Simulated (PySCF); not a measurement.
These are TPSSh-D3(BJ)/def2-TZVP // r2SCAN-D4/def2-SVP in PySCF values and carry that method's errors. Gas-phase values, no solvent. 

Reference species: [Hf(Cl)4] (neutral, multiplicity 1).

| Quantity | Result |
|---|---|
| HOMO–LUMO gap | 6.34 eV |
| mean distance from the central atom to its bonded neighbours | 2.333 Å |
| coordination number | 4 |
| charge on the central atom (Mulliken) | 1.26 e |

Changed species: [Hf(H)4] (4 of 4 Cl replaced by H; the reference has 0 of 4 Cl replaced by H).

Q: Predict the effect on the HOMO–LUMO gap, mean distance from the central atom to its bonded neighbours, coordination number and charge on the central atom (Mulliken).

A: the HOMO–LUMO gap falls by 0.92 eV, to 5.42 eV; the mean distance from the central atom to its bonded neighbours drops by 0.486 Å, to 1.847 Å; the coordination number stays essentially unchanged; the charge on the central atom (Mulliken) drops by 0.42 e, to 0.84 e.
